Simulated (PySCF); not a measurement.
C2F6, charge -1, doublet, at the geometry of the source list (a state made from the parent by changing its charge; the spin is typed, not shown lowest) (in this run its highest filled SCF level lies above zero, so its values depend strongly on the basis, on diffuse functions most of all). Base run: M062X/3-21G (PySCF).

Input for PySCF:
```python
from pyscf import gto, scf, dft

mol = gto.M(
    atom='''
F     1.396600   -0.293400   -1.026600
C     0.764800   -0.070200    0.119500
F     1.255500    1.039000    0.659300
F     1.016600   -1.082600    0.940700
C    -0.764800    0.070200   -0.119500
F    -1.016700    1.082700   -0.940600
F    -1.255500   -1.039000   -0.659400
F    -1.396600    0.293300    1.026600
''',
    basis='3-21g',
    charge=-1,
    spin=1,
    verbose=4,
)

mf = dft.UKS(mol)
mf.xc = 'm062x'
mf.kernel()
```

The base run was repeated with changes; each row names its change, and settings that it needs were set with it.

```json
[
 {"change": "base", "ΔE vs base (mEh)": "0.000", "fitting functions": "-", "outcome": "converged"},
 {"change": "auxbasis = cc-pvqz-jkfit", "ΔE vs base (mEh)": "-0.237", "fitting functions": "848", "outcome": "converged"},
 {"change": "auxbasis = even-tempered beta=3.0", "ΔE vs base (mEh)": "-1.890", "fitting functions": "296", "outcome": "converged"},
 {"change": "auxbasis = even-tempered beta=2.0", "ΔE vs base (mEh)": "1.068", "fitting functions": "472", "outcome": "converged"},
 {"change": "auxbasis = def2-universal-jfit", "ΔE vs base (mEh)": "18.239", "fitting functions": "392", "outcome": "converged"},
 {"change": "auxbasis = def2-svp-ri", "ΔE vs base (mEh)": "-18.706", "fitting functions": "384", "outcome": "converged"},
 {"change": "auxbasis = cc-pvtz-ri", "ΔE vs base (mEh)": "-1.102", "fitting functions": "648", "outcome": "converged"},
 {"change": "auxbasis = def2-tzvp-ri", "ΔE vs base (mEh)": "-0.320", "fitting functions": "608", "outcome": "converged"},
 {"change": "auxbasis = autoaux", "ΔE vs base (mEh)": "2.620", "fitting functions": "614", "outcome": "converged"},
 {"change": "auxbasis = cc-pvtz-jkfit", "ΔE vs base (mEh)": "-", "fitting functions": "-", "outcome": "not converged"}
]
```

A fitting set is made for a task (jfit for Coulomb, jkfit for Coulomb and exchange, ri for correlation) and for a family of orbital bases.

Open shells are given as the SCF converged; they aren't shown to be the lowest states, and a large step between rows can be another state.
